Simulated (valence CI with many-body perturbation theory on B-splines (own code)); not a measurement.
# Valence orbitals of Ta XXXIV

Computed by valence CI with perturbative core correlation (CI+MBPT): four valence electrons over a frozen Dirac-Fock core [Kr], radial functions for each j: 9 s, 9 p, 10 d, 8 f, 5 g, 3 h, 1 i, with the one-electron correlation potential Σ1 (screened to all orders), the two-electron term Σ2, the three-electron term Σ3, Breit, model QED; selected single and double excitations, second order for the rest (own B-spline code, finite nucleus).

The last digits are not significant, and no measured levels were compared; by estimate large intervals hold to a few tenths of a per cent, small ones and those within an open d or f shell to about a per cent. Only levels of the ground parity were solved; by the run's estimate the other parity begins above the list, which can be wrong where configurations are misplaced.

These are the spectroscopic orbitals of the CI (the correlating ones are not listed), shaped by the core and the other valence electrons. h is the expectation value of the core's Dirac-Fock operator, without the valence repulsion; Σ1 is computed up to l = 3 at one energy for each symmetry, that of its lowest orbital but kept below the first core excitation, so for empty shells it is not the orbital's own correlation shift; Breit and QED include the response of the core.

| Orbital | h (hartree) | Σ1 (cm⁻¹) | Breit (cm⁻¹) | QED (cm⁻¹) | ⟨r⟩ (bohr) |
| --- | --- | --- | --- | --- | --- |
| 5s1/2 | -39.026 | -11365 | 4262 | 3293 | 0.7480 |
| 6s1/2 | -25.287 | -4476 | 2242 | 1749 | 1.152 |
| 7s1/2 | -17.744 | -2319 | 1298 | 1029 | 1.647 |
| 5p1/2 | -37.316 | -11310 | 6575 | 40.5 | 0.7590 |
| 6p1/2 | -24.37 | -4619 | 3544 | 25.3 | 1.172 |
| 7p1/2 | -17.196 | -2436 | 2084 | 16.1 | 1.676 |
| 5p3/2 | -35.998 | -10053 | 3832 | 342 | 0.7892 |
| 6p3/2 | -23.676 | -4238 | 2096 | 189 | 1.208 |
| 7p3/2 | -16.784 | -2265 | 1355 | 114 | 1.718 |
| 4d3/2 | -56.621 | -22711 | 7025 | -741 | 0.4353 |
| 5d3/2 | -33.268 | -10495 | 2982 | -256 | 0.7965 |
| 6d3/2 | -22.209 | -4790 | 1605 | -133 | 1.238 |
| 4d5/2 | -55.957 | -21976 | 4094 | -375 | 0.4416 |
| 5d5/2 | -32.983 | -10328 | 1798 | -109 | 0.8041 |
| 6d5/2 | -22.055 | -4708 | 974 | -55.2 | 1.247 |
| 4f5/2 | -49.003 | -45133 | 1493 | -600 | 0.4142 |
| 5f5/2 | -30.08 | -10197 | 778 | -211 | 0.8018 |
| 4f7/2 | -48.839 | -40565 | -194 | -474 | 0.4166 |
| 5f7/2 | -30.005 | -9947 | 80.7 | -157 | 0.8044 |
| 5g7/2 | -27.959 |  | -149 | -87.8 | 0.7602 |
| 5g9/2 | -27.937 |  | -300 | -68.0 | 0.7613 |

Among the shells of the start configuration 4d4, Σ1 is largest in size for 4d3/2, where it is 0.18 % of h.

Lowest root of each symmetry, sizes in configuration state functions:

| J | Parity | Roots | Reference | Variational | Second order | Change by selected CI (cm⁻¹) | Change by second order (cm⁻¹) |
| --- | --- | --- | --- | --- | --- | --- | --- |
| 0 | even | 5 | 26 | 9508 | 31704 | -5633 | -2 |
| 1 | even | 4 | 44 | 18038 | 107386 | -4594 | -9 |
| 2 | even | 8 | 78 | 25788 | 164528 | -5329 | -17 |
| 3 | even | 6 | 77 | 24587 | 204285 | -5790 | -28 |
| 4 | even | 7 | 85 | 25015 | 216506 | -5929 | -33 |
| 5 | even | 2 | 63 | 22626 | 154513 | -5767 | -19 |
| 6 | even | 2 | 54 | 19204 | 179538 | -6181 | -15 |
